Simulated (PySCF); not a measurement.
These are B3LYP-D3(BJ)/def2-TZVP (PySCF) values and carry that method's errors. Gas-phase values, no solvent. One relaxed conformer stands for a flexible species; it need not be the lowest. B3LYP has the VWN-RPA correlation part, as in Gaussian. 

Reference species (SMILES): `[SiH](/O)=C\C` (C–Si–O–H torsion 0°) (neutral, multiplicity 1).

```json
{
 "HOMO": "-5.56 eV",
 "HOMO–LUMO gap": "5.18 eV"
}
```

Changed species: `C=[Si](C)O` (C–Si–O–H torsion 0°).

Question: Give the shifts of the HOMO and HOMO–LUMO gap.

Answer: the HOMO falls by 0.09 eV, to -5.65 eV; the HOMO–LUMO gap goes up by 0.43 eV, to 5.61 eV.
